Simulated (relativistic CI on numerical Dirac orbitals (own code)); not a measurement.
## Hyperfine structure of Xe XX, mass number 131

Calculated at this level of theory: Dirac-Coulomb-Breit CI, orbitals from a KLI potential per configuration, model QED (radiative potential, 1s self-energy scaled to tabulated hydrogen-like ionisation energies), unscaled Slater integrals (own radial code, finite nucleus).

Configuration list (outside the closed core [Ar] 3d10): 4s²4p⁵, 4s4p⁶, 4s²4p⁴4d, 4s4p⁵4d, 4s²4p⁴4f, 4s4p⁵4f, 4p⁶4d, 4s4p⁴4d², 4s²4p³4d4f, 4p⁶4f, 4s²4p⁴5s, 4p⁵4d², 4p⁴4d³, 4p⁴4d²4f, 4p⁴4d²5s. Double excitations out of closed p, d and f shells are left out; levels of such configurations are missing from the list, as are those of other unlisted configurations, and high levels can miss mixing partners.

Nuclear spin I = 3/2, μ = 0.69185 μN, Q = -0.114 b (tables of Stone and Pyykkö). The electronic factors are computed for point nuclear moments, without core polarisation or the Bohr-Weisskopf and QED corrections.

```json
{"Level": "4s²4p⁵ ²P°3/2", "E (eV)": "0.0000", "A (GHz)": "6.505", "B (GHz)": "3.04"}
{"Level": "4s²4p⁵ ²P°1/2", "E (eV)": "15.5887", "A (GHz)": "41.66", "B (GHz)": ""}
{"Level": "4s4p⁶ ²S1/2", "E (eV)": "64.2680", "A (GHz)": "113.6", "B (GHz)": ""}
{"Level": "4s²4p⁴4d ⁴D5/2", "E (eV)": "78.7914", "A (GHz)": "4.44", "B (GHz)": "0.327"}
{"Level": "4s²4p⁴4d ⁴D7/2", "E (eV)": "80.3627", "A (GHz)": "3.717", "B (GHz)": "-0.386"}
{"Level": "4s²4p⁴4d ²F7/2", "E (eV)": "83.2526", "A (GHz)": "4.137", "B (GHz)": "-0.17"}
{"Level": "4s²4p⁴4d ⁴F9/2", "E (eV)": "83.3873", "A (GHz)": "3.492", "B (GHz)": "-1.59"}
{"Level": "4s²4p⁴4d ⁴P1/2", "E (eV)": "87.3923", "A (GHz)": "8.48", "B (GHz)": ""}
```

Levels with J = 0, under 50 % of one LS term, or S terms without an open s electron are left out. Small factors come from cancelling terms and can be off by tens of per cent or more.

At this charge energies of transitions that change n are usually good to better than 1 %, and those within a shell (Δn = 0) to a few per cent.

Q: Give the hyperfine levels of 4s²4p⁵ ²P°1/2 relative to its centre of gravity.

A: With K = F(F + 1) − I(I + 1) − J(J + 1), E = AK/2: F = 1: -52.08, F = 2: 31.25 GHz.

LS names give the leading component of a level, which can be under half, so a name can repeat, a term be missing and a line seem to break the LS rules.
